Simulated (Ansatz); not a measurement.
Start from `BOB(N)Cl` and change one atom or group to get `NB(N)Cl`.

Ansatz, PBE0-D4/def2-TZVP geometries, multiplicity 1. Each molecule was computed in one conformer, which needn't be the lowest.

```tsv
property	`BOB(N)Cl`
LUMO energy (ωB97M-V/def2-TZVPP) / eV	1.09
HOMO–LUMO gap (PBE/def2-TZVPP) / eV	5.20
HOMO energy (PBE/def2-TZVPP) / eV	-7.05
LUMO energy (B3LYP/def2-TZVPP) / eV	-1.08
LUMO energy (PBE0/def2-TZVPP) / eV	-0.83
HOMO–LUMO gap (B3LYP/def2-TZVPP) / eV	7.09
```

(1) Give the same properties after the change, and the shifts. (Best estimate.)

## Answers

(1) The calculation gave: 
```csv
property,`NB(N)Cl`,shift
LUMO energy (ωB97M-V/def2-TZVPP) / eV,2.02,0.93
HOMO–LUMO gap (PBE/def2-TZVPP) / eV,5.85,0.65
HOMO energy (PBE/def2-TZVPP) / eV,-5.90,1.15
LUMO energy (B3LYP/def2-TZVPP) / eV,0.37,1.45
LUMO energy (PBE0/def2-TZVPP) / eV,0.74,1.57
HOMO–LUMO gap (B3LYP/def2-TZVPP) / eV,7.46,0.37
```

With PBE0 the HOMO rises by 1.09 eV and the LUMO rises by 1.57 eV, so the gap widens by about 0.48 eV. PBE moves the HOMO by 1.15 eV and ωB97M-V by 1.05 eV. The zero-point energy changes by 0.6 kJ/mol with -3 modes.

B3LYP here is the variant with VWN-RPA as its local correlation; programs differ in this.
